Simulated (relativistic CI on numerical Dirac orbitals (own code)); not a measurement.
Calculated at this level of theory: Dirac-Coulomb-Breit CI, separate exchange-only KLI orbitals for each configuration, a model potential for QED, unscaled Slater integrals (own radial code, finite nucleus).

The strongest absorption lines from the ground level of an ion, among the configurations computed and to levels below about 1530 eV (vacuum wavelength in nm, gf): 1.3163 (0.88), 1.3308 (0.8), 1.3363 (1.2), 1.3935 (0.045), 1.4762 (0.21), 2.6988 (0.8), 2.7272 (0.39), 2.9365 (0.047).

(1) Which ion is it?
A. Ir⁶⁰⁺
B. Ac⁷²⁺
C. Bi⁶⁸⁺
D. Bi⁶⁶⁺

Results:

(1) D. Bi⁶⁶⁺ has 17 electrons and the ground level 3s²3p⁵ ²P°3/2; the strongest line goes to 3s²3p⁴3d ²D5/2. The pattern of lines fixes the number of electrons, and along that sequence the line energies rise steadily with the charge (about as its square where n changes within one kind of shell, about linearly where n is kept but much faster in heavy ions where fine structure, which grows about as Z⁴, sets the gap, and irregularly where shells cross), which fixes Z. Configurations outside the model, such as inner-shell arrays, can give stronger lines. At this charge energies of transitions that change n are usually good to better than 1 %, and those within a shell (Δn = 0) to a few per cent.

LS names give the leading component of a level, which can be under half, so a name can repeat, a term be missing and a line seem to break the LS rules.
